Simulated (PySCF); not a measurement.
**How methods differ on the excitation energy of Te(2+)**

Te(2+) [Kr] 4d10 5s2 5p2 (3P) → Te(2+) [Kr] 4d10 5s1 5p3 (5S), as a difference of total energies. Calculation: PySCF 2.14, in x2c-TZVPPall (8s6p4d2f, 60 functions); scalar relativity by spin-free X2C-1e. Correlated levels: valence and next inner shell: [Ar] 3d10 frozen. The calculations carry no spin-orbit coupling.

| method | excitation energy (eV) |
| --- | --- |
| UHF | 5.398 |
| MP2 (valence and next inner shell) | 7.043 |
| SCS-MP2 (valence and next inner shell) | 7.234 |
| CCSD (valence and next inner shell) | 6.905 |
| CCSD(T) (valence and next inner shell) | 6.976 |

How much does correlation contribute at CCSD(T) (valence and next inner shell)?

6.976 − (5.398) = 1.578 eV, measured against UHF.
